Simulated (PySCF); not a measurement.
Dipole response of Mn⁺ (manganese, charge +1)

[Ar] 3d5 4s1, high-spin 7S determinant. All numbers are calculated (PySCF 2.14, the spin-free X2C one-electron Hamiltonian (Gaussian nucleus), in aug-cc-pwCVTZ-DK with one added diffuse shell each of s, p, d, f, g type (11s10p8d5f4g, 152 functions)). Coupled (time-dependent) response in atomic units; α is the mean over directions.

```csv
method,mean α (bohr³),C₆ (like pair),S(−4)
TPSS,29.32,156.9,670.1
```

S(−4) is the Cauchy moment in α(ω) = α(0) + S(−4) ω² + …

α(iu) at TPSS:

```
u (hartree)  α(iu) (bohr³)
          0          29.32
     0.0500          27.75
      0.100          24.03
      0.200          16.25
      0.300          11.20
      0.500          6.431
      0.750          4.080
       1.00          2.960
       1.50          1.869
       2.00          1.326
       3.00         0.7836
       5.00         0.3725
```

A single London oscillator, α(iu) = α/(1 + u²/ω²), gives C₆ = (3/4) ω α². Matching the computed C₆ needs ω = 4 × 156.9 / (3 × 29.32²) = 0.243 hartree.

For an ion, C₆ is the dispersion term alone; charge-induced terms of lower order in 1/R come first.
